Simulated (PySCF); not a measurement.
H3O4V, multiplicity 1. Atoms are numbered in the order given.

```xyz
8

V      0.0000     0.0000    -0.0211
O      0.0000     0.0000    -1.5620
O      1.4350     0.8285     0.5485
H      2.0832     1.2027    -0.0606
O      0.0000    -1.6570     0.5485
H      0.0000    -2.4055    -0.0606
O     -1.4350     0.8285     0.5485
H     -2.0832     1.2027    -0.0606
```
Charge 0, spin multiplicity 1.

Geometry optimised at ωB97X-D3(BJ)/def2-SVP. The multiplicity is an assumed one; other spin states were not compared. The values are those of a single conformer.

The numbers are results of TDA-M06-2X/def2-SVPD (PySCF), not measurements.

Vertical excitations; the highest root listed may be one member of a degenerate set. The molecule is in vacuum. State labels are in the subgroup Cs.

Q: Give excitation energies, oscillator strengths and character. (Estimate from the structure and the level; the computed values follow.)

A: 
| state | symmetry | energy (eV) | λ (nm) | f | main pairs |
|---|---|---|---|---|---|
| S1 | A" | 5.58 | 222 | 0.000 | HOMO−4→LUMO 24 %, HOMO−5→LUMO+1 24 %, HOMO−1→LUMO 19 %, HOMO−2→LUMO+1 19 % |
| S2 | A' | 5.77 | 215 | 0.004 | HOMO→LUMO, HOMO−1→LUMO+1, HOMO−2→LUMO (degenerate set) |
| S3 | A" | 5.77 | 215 | 0.004 | HOMO→LUMO+1, HOMO−2→LUMO+1, HOMO−1→LUMO (degenerate set) |
| S4 | A' | 5.91 | 210 | 0.007 | HOMO−3→LUMO+1, HOMO→LUMO, HOMO−8→LUMO+1 (degenerate set) |
| S5 | A" | 5.91 | 210 | 0.007 | HOMO−3→LUMO, HOMO→LUMO+1, HOMO−8→LUMO (degenerate set) |
| S6 | A" | 6.12 | 202 | 0.007 | HOMO−5→LUMO+1, HOMO−4→LUMO, HOMO−3→LUMO, HOMO→LUMO+1 (degenerate set) |
| S7 | A' | 6.12 | 202 | 0.007 | HOMO−4→LUMO+1, HOMO−5→LUMO, HOMO−3→LUMO+1, HOMO→LUMO (degenerate set) |
| S8 | A' | 6.20 | 200 | 0.004 | HOMO−2→LUMO 45 %, HOMO−1→LUMO+1 45 % |
| S9 | A" | 6.22 | 199 | 0.000 | HOMO−1→LUMO 25 %, HOMO−2→LUMO+1 25 %, HOMO−4→LUMO 9 %, HOMO−5→LUMO+1 9 % |
| S10 | A' | 6.56 | 189 | 0.006 | HOMO−1→LUMO+1 17 %, HOMO−2→LUMO 17 %, HOMO−8→LUMO+1 13 %, HOMO−3→LUMO+3 10 % |
| T1 | A' | 4.96 | 250 | 0 | HOMO−4→LUMO+1 21 %, HOMO−5→LUMO 21 %, HOMO−1→LUMO+1 8 %, HOMO−2→LUMO 8 % |
| T2 | A' | 5.24 | 237 | 0 | HOMO→LUMO (degenerate set) |
| T3 | A" | 5.24 | 237 | 0 | HOMO→LUMO+1 (degenerate set) |
| T4 | A" | 5.42 | 229 | 0 | HOMO−4→LUMO 22 %, HOMO−5→LUMO+1 22 %, HOMO→LUMO+1 14 %, HOMO−1→LUMO 9 % |
Triplets are in the Tamm–Dancoff approximation.
